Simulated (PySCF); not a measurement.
Cartesian coordinates (Å):
SMILES: [CH2]N
```xyz
6

C      0.6588     0.0700     0.1331
N     -0.6752    -0.0739    -0.2140
H      1.1001     1.0458    -0.0179
H      1.2866    -0.8049     0.0327
H     -1.2685     0.7096     0.0104
H     -1.1016    -0.9466     0.0557
```
Charge 0, spin multiplicity 2.

Problem. Estimate the highest occupied spin orbital, total energy and dipole moment that PBE-D3(BJ)/def2-TZVP // PBE0-D4/def2-TZVP (PySCF) returns for this input.

Solution. 
```
Item                                 Value
-----------------------------  -----------
highest occupied spin orbital     -2.98 eV
total energy                   -2588.25 eV
dipole moment                       1.29 D
```
